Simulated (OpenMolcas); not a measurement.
**Sc II: effect of the active space**

- Program: OpenMolcas
- Method: MS-CASPT2 or its RAS form, IPEA 0.25 Eh, imaginary shift 0.1 Eh
- Basis: ANO-RCC-VTZP
- Scalar Hamiltonian: DKH2, point nucleus
- Spin-orbit coupling: state interaction with AMFI integrals over the reference wave functions, term energies averaged over their components

A. 2 electrons in 6 orbitals (3d 4s); 2S+1 = 3 even, 15 roots; 2S+1 = 1 even, 21 roots kept (CI in the orbitals of an earlier block); closed shells correlated: 3s 3p; CASPT2 step roughly 7 core-seconds
B. 2 electrons in 9 orbitals (RAS2 3d 4s; RAS3 4p, at most 2 electrons); 2S+1 = 3 even, 15 roots; 2S+1 = 1 even, 21 roots kept (CI in the orbitals of an earlier block); 2S+1 = 3 odd, 18 roots; 2S+1 = 1 odd, 15 roots kept (CI in the orbitals of an earlier block); closed shells correlated: 3s 3p; CASPT2 step of the order of 50 core-seconds
C. 2 electrons in 11 orbitals (3d 4s 4d); 2S+1 = 3 even, 15 roots; 2S+1 = 1 even, 20 roots kept (CI in the orbitals of an earlier block); closed shells correlated: 3s 3p; CASPT2 step about 5 core-minutes

Energies in eV above 3d 4s 3D1, the measured ground level; measured values from NIST Handbook of Basic Atomic Spectroscopic Data.

```json
{"Level": "3d 4s 3D1", "A": "0.0000", "B": "0.0000", "C": "0.0000", "Measured": "0.0000"}
{"Level": "3d 4s 3D2", "A": "0.0071", "B": "0.0075", "C": "0.0089", "Measured": "0.0084"}
{"Level": "3d 4s 3D3", "A": "0.0197", "B": "0.0196", "C": "0.0234", "Measured": "0.0220"}
{"Level": "3d 4s 1D2", "A": "0.1313", "B": "0.2440", "C": "0.297", "Measured": "0.3150"}
{"Level": "3d2 3F2", "A": "0.618", "B": "0.630", "C": "0.690", "Measured": "0.5955"}
{"Level": "3d2 3F3", "A": "0.630", "B": "0.642", "C": "0.701", "Measured": "0.6055"}
{"Level": "3d2 3F4", "A": "0.645", "B": "0.657", "C": "0.716", "Measured": "0.6184"}
{"Level": "3d2 1D2", "A": "1.263", "B": "1.321", "C": "1.428", "Measured": "1.3570"}
{"Level": "4s2 1S0", "A": "1.471", "B": "1.493", "C": "1.500", "Measured": "1.4551"}
{"Level": "3d2 3P0", "A": "1.596", "B": "1.586", "C": "1.617", "Measured": "1.4970"}
{"Level": "3d2 3P1", "A": "1.600", "B": "1.590", "C": "1.620", "Measured": "1.5004"}
{"Level": "3d2 3P2", "A": "1.608", "B": "1.599", "C": "1.628", "Measured": "1.5070"}
{"Level": "3d2 1G4", "A": "1.819", "B": "1.865", "C": "1.881", "Measured": "1.7682"}
```

Deviations, from unrounded energies. A percentage is the sum of absolute deviations over the sum of measured energies, with the sign that they share, or ± where signs differ.

```json
{"Against measurement": "mean absolute deviation (cm-1)", "Levels": "12", "A": "480", "B": "420", "C": "600"}
{"Against measurement": "fine structure of the ground term (%)", "Levels": "2", "A": "-12.0", "B": "-10.9", "C": "+6.3"}
{"Against measurement": "other terms of the ground configuration (%)", "Levels": "1", "A": "-58.3", "B": "-22.5", "C": "-5.8"}
{"Against measurement": "other configurations (%)", "Levels": "9", "A": "±4.9", "B": "±5.0", "C": "+8.1"}
```

B lies closest to measurement on these levels and C furthest from it. The largest miss of B in the table is 3d2 1G4, by +780 cm-1. The ranking rests on the paired levels alone, and a cruder setting can come out closer through cancelling errors.

The two smallest mean deviations differ by little beside CASPT2's spread within terms, so their order carries little weight.

Among A to C the level of the table that moves most is 3d 4s 1D2, by 1300 cm-1 (lowest in A, highest in C). Moves below CASPT2's spread within the term are not significant.

CASPT2 breaks the degeneracy within a term, and the mean is taken; among the terms shown or strongly mixed into the levels shown the widest spread is 970 cm-1 (3d2 1G, B). Over all roots computed the reference weight is 0.88 to 0.94 in A, 0.88 to 0.95 in B; the roots of lowest weight are the least certain, and an intruder state may touch them. Terms from blocks run as CI alone lack orbitals of their own. A single d shell beside an s shell can misplace configurations of different d count against each other (holds for A; B). Active for correlation alone: 4d; no level in the range computed is led by a configuration that fills it, so any true level of that kind is missing (holds for C). Computed and measured levels are paired by configuration, term and J; levels that our copy of the source lacks, or whose pairing is in doubt (as where it misses far off the trend of its configuration), stay unpaired and out of the deviations. Only configurations of the active space appear. The table leaves out levels that lie high or whose names do not pair safely across all columns.
